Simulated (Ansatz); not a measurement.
A nudged elastic band was laid between two geometries of Cl3HSi (5 atoms, charge 0, multiplicity 1).

These are results of RKS B3LYP/def2-SVP (Ansatz 0.2.0), not measurements.

```yaml
movable_images: 5
climbing_image: yes
spring: 5.0 eV/Å²
optimiser: quadratic models (default)
start_path: through a guess of the saddle point
force_threshold: 0.05 eV/Å
iteration_limit: 60
end_points: relaxed
```

Image 0:

```xyz
5
Properties=species:S:1:pos:R:3
Si 0.286 0.000 0.074
Cl 0.628 0.000 2.103
H 1.576 0.000 -0.641
Cl -0.785 1.680 -0.442
Cl -0.785 -1.680 -0.442
```

Image 6:

```xyz
5
Properties=species:S:1:pos:R:3
Si -0.286 0.000 -1.026
Cl 1.582 0.000 1.695
H 2.614 0.000 0.918
Cl -1.495 1.638 -0.467
Cl -1.495 -1.638 -0.467
```

(1) What changes between the two ends?

(2) What energy profile does the band end with?

(3) What is the geometry of the highest image?

Answers

(1) Bonds broken: Si1–Cl2, Si1–H3. Bonds formed: Cl2–H3. Cl3HSi becomes Cl2Si + ClH.

(2) The forces met the threshold. The highest image is number 3 of 0 to 6, 65.2 kcal/mol above the first end and 16.4 kcal/mol above the last; the last end lies 48.8 kcal/mol above the first. Neighbouring images differ by up to 1.4 eV, so the band resolves the path poorly. A vibrational analysis at the climbing image gives one clearly imaginary mode, 945i cm⁻¹: a first-order saddle point. The orbitals stay closed-shell, which can raise the energy where a bond breaks towards radicals; this wasn't checked here.

```json
{"image": "0", "path coordinate (Å)": "0.00", "energy (kcal/mol)": "0.0", "Si1–Cl2 (Å)": "2.06", "Si1–H3 (Å)": "1.47", "Cl2–H3 (Å)": "2.90"}
{"image": "1", "path coordinate (Å)": "0.45", "energy (kcal/mol)": "9.1", "Si1–Cl2 (Å)": "2.08", "Si1–H3 (Å)": "1.46", "Cl2–H3 (Å)": "2.47"}
{"image": "2", "path coordinate (Å)": "0.91", "energy (kcal/mol)": "42.4", "Si1–Cl2 (Å)": "2.27", "Si1–H3 (Å)": "1.47", "Cl2–H3 (Å)": "2.02"}
{"image": "3", "path coordinate (Å)": "1.36", "energy (kcal/mol)": "65.2", "Si1–Cl2 (Å)": "2.57", "Si1–H3 (Å)": "1.62", "Cl2–H3 (Å)": "1.64"}
{"image": "4", "path coordinate (Å)": "1.92", "energy (kcal/mol)": "53.3", "Si1–Cl2 (Å)": "3.01", "Si1–H3 (Å)": "2.19", "Cl2–H3 (Å)": "1.32"}
{"image": "5", "path coordinate (Å)": "2.48", "energy (kcal/mol)": "49.9", "Si1–Cl2 (Å)": "3.23", "Si1–H3 (Å)": "2.84", "Cl2–H3 (Å)": "1.29"}
{"image": "6", "path coordinate (Å)": "3.04", "energy (kcal/mol)": "48.8", "Si1–Cl2 (Å)": "3.30", "Si1–H3 (Å)": "3.49", "Cl2–H3 (Å)": "1.29"}
```

(3) 
```xyz
5
Properties=species:S:1:pos:R:3
Si 0.201 0.000 -0.499
Cl 1.158 0.000 1.886
H 1.599 0.000 0.310
Cl -1.018 1.672 -0.522
Cl -1.018 -1.672 -0.522
```

The run took 2.4 min on 1 thread of Arm Neoverse V1 (shared host), peak memory 0.18 GiB.
